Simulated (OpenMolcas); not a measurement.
**O²⁺: effect of the active space**

```
Program             : OpenMolcas
Method              : MS-CASPT2 or its RAS form, IPEA 0.25 Eh, imaginary shift 0.1 Eh
Basis               : ANO-RCC-VQZP
Scalar Hamiltonian  : DKH2, point nucleus
Spin-orbit coupling : state interaction with AMFI integrals over the reference wave functions, term energies averaged over their components
```

A. 4 electrons in 4 orbitals (2s 2p); 2S+1 = 3 even, 6 roots; 2S+1 = 1 even, 11 roots; 2S+1 = 5 odd, 1 root; 2S+1 = 3 odd, 9 roots; 2S+1 = 1 odd, 8 roots; closed shells correlated: 1s; CASPT2 step about 5 core-seconds
B. 4 electrons in 8 orbitals (2s 2p 3s 3p); 2S+1 = 3 even, 3 roots; 2S+1 = 1 even, 11 roots; 2S+1 = 5 odd, 1 root; 2S+1 = 3 odd, 9 roots; 2S+1 = 1 odd, 8 roots; closed shells correlated: 1s; CASPT2 step roughly 16 core-seconds
C. 4 electrons in 9 orbitals (RAS2 2s 2p; RAS3 3d, at most 2 electrons); 2S+1 = 3 even, 6 roots; 2S+1 = 1 even, 11 roots; 2S+1 = 5 odd, 1 root; 2S+1 = 3 odd, 9 roots; 2S+1 = 1 odd, 8 roots; closed shells correlated: 1s; CASPT2 step roughly 30 core-seconds

Energies in cm⁻¹ above 2s² 2p² ³P₀, the measured ground level; measured values from Moore, Selected Tables of Atomic Spectra, NSRDS-NBS 3, section 11.

```tsv
Level	A	B	C	Measured
2s² 2p² ³P₀	0.0	0.0	0.0	0.0
2s² 2p² ³P₁	104	107	103	113
2s² 2p² ³P₂	307	317	304	
2s² 2p² ¹D₂	20230	20650	20700	20273
2s² 2p² ¹S₀	42440	42960	43730	43186
2s 2p³ ⁵S°₂	58010	58470	59070	60325
2s 2p³ ³D°₂	118070	118650	119810	
2s 2p³ ³D°₁	118070	118650	119800	
2s 2p³ ³D°₃	118070	118660	119810	
2s 2p³ ³P°₀	141560	141980	142690	
2s 2p³ ³P°₁	141560	141990	142690	
2s 2p³ ³P°₂	141570	142000	142690	
2s 2p³ ¹D°₂	188010	188340	187750	187054
2s 2p³ ³S°₁	198480	197450	198170	197088
2s 2p³ ¹P°₁	211110	210980	212440	210462
```

Deviations, from unrounded energies. A percentage is the sum of absolute deviations over the sum of measured energies, with the sign that they share, or ± where signs differ.

```json
{"Against measurement": "mean absolute deviation (cm-1)", "Levels": "7", "A": "870", "B": "660", "C": "860"}
{"Against measurement": "fine structure of the ground term (%)", "Levels": "1", "A": "-8.1", "B": "-5.1", "C": "-9.0"}
{"Against measurement": "other terms of the ground configuration (%)", "Levels": "2", "A": "-1.2", "B": "±0.9", "C": "+1.5"}
{"Against measurement": "other configurations (%)", "Levels": "4", "A": "±0.8", "B": "±0.6", "C": "±0.8"}
```

B lies closest to measurement on these levels and A furthest from it. The largest miss of B in the table is 2s 2p³ ⁵S°₂, by -1900 cm-1. The ranking rests on the paired levels alone, and a cruder setting can come out closer through cancelling errors.

Among A to C the level of the table that moves most is 2s 2p³ ³D°₃, by 1700 cm-1 (lowest in A, highest in C). Moves below CASPT2's spread within the term are not significant.

CASPT2 breaks the degeneracy within a term, and the mean is taken; among the terms shown or strongly mixed into the levels shown the widest spread is 510 cm-1 (2s 2p³ ³D°, A). Active for correlation alone: 3p 3s; no level in the range computed is led by a configuration that fills them, so any true level of that kind is missing (holds for B). Active for correlation alone: 3d; no level in the range computed is led by a configuration that fills it, so any true level of that kind is missing (holds for C). Computed and measured levels are paired by configuration, term and J; levels that our copy of the source lacks, or whose pairing is in doubt (as where it misses far off the trend of its configuration), stay unpaired and out of the deviations. Only configurations of the active space appear. Levels that lie high or do not pair safely by name in every column are left out.

° marks odd parity.
